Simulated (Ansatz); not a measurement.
This geometry of Cl3HOSn + H2 (8 atoms, charge 0, multiplicity 1) is a first-order saddle point.

Level of theory: RKS PBE/def2-SVP in Ansatz.

```xyz
8
Properties=species:S:1:pos:R:3
Sn 0.123 -0.208 -0.054
O 0.108 -0.215 2.090
H -0.675 -0.027 2.653
Cl 2.140 0.415 -1.103
Cl -1.200 1.751 -0.204
Cl -1.213 -1.779 -1.205
H 1.043 -1.758 0.922
H 0.642 -1.307 1.732
```

**Question.** Which two structures does it join? (They come from a converged band through this point; their orientation in space is the band's.)

**Answer.** Bonds broken: Sn1–O2, H7–H8. Bonds formed: Sn1–H7, O2–H8. Cl3HOSn + H2 becomes Cl3H3OSn.

Image 0:

```xyz
8
Properties=species:S:1:pos:R:3
Sn -0.281 0.408 -0.348
O 0.137 -0.089 1.536
H -0.667 -0.448 1.965
Cl 1.780 0.666 -1.419
Cl -1.488 2.423 -0.430
Cl -1.564 -1.274 -1.374
H 1.665 -2.738 2.588
H 1.386 -2.075 2.313
```

Image 6:

```xyz
8
Properties=species:S:1:pos:R:3
Sn 0.762 -0.198 -0.002
O -0.412 -0.952 2.118
H -0.942 -0.138 2.263
Cl 1.661 0.557 -2.069
Cl -0.450 1.747 0.678
Cl -0.735 -1.895 -0.775
H 2.127 -0.675 0.920
H -1.044 -1.575 1.697
```

**Question.** How far does it lie above each of them?

**Answer.** 99.4 kJ/mol above the first and 156.4 kJ/mol above the second. This is the barrier of this one path; another mechanism may lie lower. The orbitals stay closed-shell, which can raise the energy where a bond breaks towards radicals; this wasn't checked here.

Run time: 72 s on 4 threads of Intel(R) Xeon(R) 6975P-C (Granite Rapids), on a shared host, peak memory 0.18 GiB.
